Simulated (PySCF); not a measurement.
## Electric field gradients and quadrupole coupling constants

C6H9NOSi.
Structure used (GFN2-xTB), in Å, numbered top down from 1:
```
atom  x, y, z in Å
C1    -0.812    2.169   -2.209
C2    -1.334    1.212   -1.700
C3    -1.893    0.076   -1.075
C4    -3.177   -0.226   -1.263
Si5   -0.779   -1.006    0.020
N6     0.722   -0.106    0.065
C7     1.684   -0.694    0.804
C8     3.003    0.027    0.913
O9     1.436   -1.756    1.341
H10   -0.388    3.012   -2.667
H11   -3.828    0.372   -1.883
H12   -3.616   -1.089   -0.793
H13   -1.336   -1.082    1.368
H14   -0.554   -2.299   -0.618
H15    0.896    0.772   -0.399
H16    3.698   -0.564    1.502
H17    3.417    0.198   -0.079
H18    2.852    0.991    1.395
```

Field gradients from the PBE0/pcSseg-1 density (PySCF, non-relativistic), principal values in atomic units, ordered |Vxx| ≤ |Vyy| ≤ |Vzz|:

```json
{"atom": "N6", "Vxx": "0.1817", "Vyy": "0.4978", "Vzz": "-0.6795"}
{"atom": "O9", "Vxx": "0.7688", "Vyy": "0.7727", "Vzz": "-1.5415"}
```

Question: Find the asymmetry η = (Vxx − Vyy)/Vzz and the couplings χ = eQV/h (234.96 MHz × Q in barn × V in au), with Q(14N) = 0.02044 b, Q(17O) = −0.0256 b.

Answer: 
| atom | environment | nucleus | η | χzz (MHz) | χxx (MHz) | χyy (MHz) |
| --- | --- | --- | --- | --- | --- | --- |
| N6 | amide nitrogen | 14N | 0.47 | -3.264 | 0.873 | 2.391 |
| O9 | amide oxygen | 17O | 0.00 | 9.27 | -4.62 | -4.65 |

The gradient is axial or nearly so (η below 0.05) at O9. 

Question: What is Vzz at O9 in SI units (1 au = 9.71736 × 10²¹ V/m²)?

Answer: -1.5415 au = -14.979 × 10²¹ V/m².

Question: And the gradient at the other heavy atoms, for which no coupling is worked out here?

Answer: 
```tsv
atom	environment	Vzz (au)	η
C1	terminal alkyne carbon	-0.272	0.17
C2	alkyne carbon	-0.319	0.13
C3	fully substituted alkene carbon	0.280	0.99
C4	terminal =CH2 carbon	0.368	0.22
Si5	SiH2 silicon	0.473	0.88
C7	amide carbonyl carbon	0.445	0.38
C8	methyl carbon next to a carbonyl	0.075	0.83
```

Were the hydrogens deuterons (Q(2H) = 0.00286 b), χzz would run from 110 kHz (H13 and H14) to 276 kHz (H15).

Geometry: GFN2-xTB, one conformer, isolated molecule. GFN2-xTB bond lengths can be off by several hundredths of an ångström, more for odd bonds, and the gradients follow them. With so small a basis the couplings can be 20 % off.
